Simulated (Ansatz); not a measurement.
Input file for `F[SiH2]C[TeH]`:

```yaml
crystal:
  periodic: [false, false, false]
  atoms:
    - {symbol: F, position_ang: [-1.499626, 0.587687, 1.085636]}
    - {symbol: Si, position_ang: [-0.343066, 1.029055, 0.068111]}
    - {symbol: C, position_ang: [0.886605, -0.349858, -0.097282]}
    - {symbol: Te, position_ang: [-0.040345, -2.180426, -0.745639]}
    - {symbol: H, position_ang: [-0.965279, 1.329422, -1.241919]}
    - {symbol: H, position_ang: [0.289852, 2.242785, 0.646113]}
    - {symbol: H, position_ang: [1.448468, -0.537747, 0.817532]}
    - {symbol: H, position_ang: [1.597037, -0.102757, -0.891203]}
    - {symbol: H, position_ang: [-1.285344, -2.064358, 0.341549]}
basis:
  gaussian: {orbitals: def2-TZVPP}
correlation: {method: ccsd_t}
```

```sh
$ ansatz run in.yaml --threads 4 --pin off --events-out ev --progress --plain --max-ram 10444MiB
```

The program prints (abridged):

```
Functional definition: HF
1489 factors; integrals over basis functions are off by at most 1.0e-3 eV
mean field evaluation 1: about -18944.1540 eV, gradient 3.2e1 eV
mean field evaluation 2: about -18944.3814 eV, gradient 3.3e1 eV
mean field evaluation 4: about -18946.8677 eV, gradient 3.4e0 eV
mean field evaluation 8: about -18946.9165 eV, gradient 2.3e-1 eV
mean field -18946.91675000 eV, -696.2863478811 hartree, gradient 2.0e-6 eV, S^2 0.000000; 0 other end points of the search recorded, 0 dependent functions left out
11 core orbitals not correlated: weight in the atoms' cores, before any rotation towards them, 1.000 or more for the frozen orbitals, at most 0.000 for the correlated occupied ones
reference -18946.91675000 eV, -696.2863478811 hartree; 18, 18 occupied and 195, 195 virtual orbitals, 1489 factors
second order -27.71125231 eV of doubles, -0.00000000 eV of singles
cycle   1  -27.15314484 eV  change    5.6e-1 eV  update   1.1e-1
cycle   2  -27.81104247 eV  change   -6.6e-1 eV  update   3.1e-2
cycle   3  -27.91939261 eV  change   -1.1e-1 eV  update   1.5e-2
cycle   4  -27.89958492 eV  change    2.0e-2 eV  update   3.5e-3
cycle   5  -27.89813161 eV  change    1.5e-3 eV  update   1.5e-3
cycle   6  -27.89928708 eV  change   -1.2e-3 eV  update   4.8e-4
cycle   7  -27.89901790 eV  change    2.7e-4 eV  update   1.9e-4
cycle   8  -27.89888506 eV  change    1.3e-4 eV  update   6.2e-5
cycle   9  -27.89892505 eV  change   -4.0e-5 eV  update   2.4e-5
cycle  10  -27.89894116 eV  change   -1.6e-5 eV  update   7.3e-6
perturbative correction -0.82762279 eV, -0.0304145764 hartree
Total energy: -18975.64331395 eV, -697.3420296346 hartree
```

Hardware: 4 threads of an Arm Neoverse V2 on a shared host. Wall time 2 min, peak host memory 4 GiB.

The correlation energy is -28.727 eV, 2.9 % of it from (T); the T1 diagnostic reads 0.0109.
